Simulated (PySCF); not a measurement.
## C6H8ClO: g tensor and hyperfine couplings

Compound: C6H8ClO (doublet state).
SMILES with atom numbers: `[OH:1][C@@H:2]1[CH:3][CH:4]=[CH:5][C@@H:6]([Cl:7])[CH2:8]1` (hydrogens: H9 on O1; H10 on C2; H11 on C3; H12 on C4; H13 on C5; H14 on C6; H15, H16 on C8)

Structure used (GFN2-xTB), in Å, numbered top down from 1:
```
atom  x, y, z in Å
O1    -2.4101    0.5983    0.0114
C2    -1.0938    0.2389    0.3678
C3    -0.2246    1.4482    0.3071
C4     1.1206    1.3351    0.0647
C5     1.7271    0.1214   -0.1939
C6     0.9381   -1.1182   -0.2373
Cl7    1.0543   -1.9306    1.4175
C8    -0.5292   -0.8653   -0.5408
H9    -2.9744   -0.1803    0.0690
H10   -1.0844   -0.1349    1.4115
H11   -0.7005    2.3973    0.4820
H12    1.7294    2.2275    0.0668
H13    2.7945    0.0523   -0.3218
H14    1.3633   -1.8635   -0.9118
H15   -1.1056   -1.7857   -0.4244
H16   -0.6123   -0.5315   -1.5790
```

The hyperfine couplings belong to this conformer and change with its torsions.

Level of theory: UKS B3LYP, pcH-1 on C Cl H O, non-relativistic, mean-field spin-orbit, GIAO in PySCF. The structure is a single GFN2-xTB conformer in the gas phase; no vibrational or solvent corrections. Couplings are sensitive to structure, and on GFN2-xTB geometries they can be far from those on DFT ones. The SCF solution wasn't tested for stability. ⟨S²⟩ is 0.774 where a pure state has 0.75.

```
g1, g2, g3        : 2.00069, 2.00139, 2.00283
g_iso             : 2.00164
Form of g         : rhombic: the two nearest values differ by 33 % of g3 − g1
⟨S²⟩              : 0.7742 (exact 0.7500)
α and β electrons : 35, 34
Total energy      : -768.85050 Eh
Basis functions   : 290
```

Hyperfine couplings atom by atom, in mT; T1 to T3 are the principal values of the dipolar part (MHz turned into mT with g_iso):

| atom | isotope | a_iso | of which spin–orbit | T1 | T2 | T3 | Mulliken spin population |
| --- | --- | --- | --- | --- | --- | --- | --- |
| O1 | 17O | -0.31 | 0.00 | -0.06 | 0.02 | 0.04 | 0.00 |
| C2 | 13C | -0.73 | 0.00 | -0.04 | -0.01 | 0.05 | -0.04 |
| C3 | 13C | 1.87 | 0.00 | -1.75 | -1.68 | 3.43 | 0.62 |
| C4 | 13C | -1.59 | 0.00 | -0.97 | 0.39 | 0.58 | -0.25 |
| C5 | 13C | 1.96 | 0.00 | -1.82 | -1.76 | 3.58 | 0.64 |
| C6 | 13C | -0.31 | 0.00 | -0.08 | 0.00 | 0.07 | -0.04 |
| Cl7 | 35Cl | 1.21 | 0.02 | -0.53 | -0.50 | 1.03 | 0.07 |
| C8 | 13C | 0.33 | 0.00 | -0.09 | -0.02 | 0.12 | 0.01 |
| H9 | 1H | 0.03 | 0.00 | -0.06 | -0.04 | 0.10 | 0.00 |
| H10 | 1H | 2.75 | 0.00 | -0.11 | -0.07 | 0.18 | 0.03 |
| H11 | 1H | -1.43 | 0.00 | -0.84 | -0.02 | 0.86 | -0.03 |
| H12 | 1H | 0.40 | 0.00 | -0.17 | -0.04 | 0.22 | 0.01 |
| H13 | 1H | -1.46 | 0.00 | -0.87 | -0.03 | 0.89 | -0.03 |
| H14 | 1H | 0.40 | 0.00 | -0.12 | -0.09 | 0.21 | 0.00 |
| H15 | 1H | -0.07 | 0.00 | -0.08 | -0.04 | 0.12 | 0.00 |
| H16 | 1H | -0.02 | 0.00 | -0.09 | -0.04 | 0.13 | 0.00 |

Largest spin populations (Mulliken): C5 (+0.64), C3 (+0.62), C4 (-0.25) and Cl7 (+0.07). The positive populations add up to 1.39 and the negative ones to -0.39, together 2S = 1. The angles at C5 add up to 359.9°, so it is planar; its axial dipolar tensor and the negative coupling of its proton fit spin in a p orbital normal to that plane.

Under fast tumbling the dipolar parts average out, and these isotropic splittings remain (the largest six): 1 × 1H (H10, I = 1/2, 2 lines) with 2.75 mT, 1 × 1H (H13, I = 1/2, 2 lines) with 1.46 mT, 1 × 1H (H11, I = 1/2, 2 lines) with 1.43 mT, 1 × 35Cl (Cl7, I = 3/2, 4 lines) with 1.21 mT, 1 × 1H (H12, I = 1/2, 2 lines) with 0.40 mT and 1 × 1H (H14, I = 1/2, 2 lines) with 0.40 mT.

Main isotope only: 35Cl (natural samples also hold 24 % 37Cl, magnetic too, which adds its own pattern).

The 17O coupling of O1 (-8.6 MHz) shows only in satellite lines or after enrichment, since that isotope makes up about 0.038 % of natural oxygen.

The 13C coupling of C5 (54.8 MHz) shows only in satellite lines or after enrichment, since that isotope makes up about 1.07 % of natural carbon.

Examples of negative spin density at the nucleus (bohr⁻³): C4 (-0.0397), C2 (-0.0181) and H13 (-0.0092).
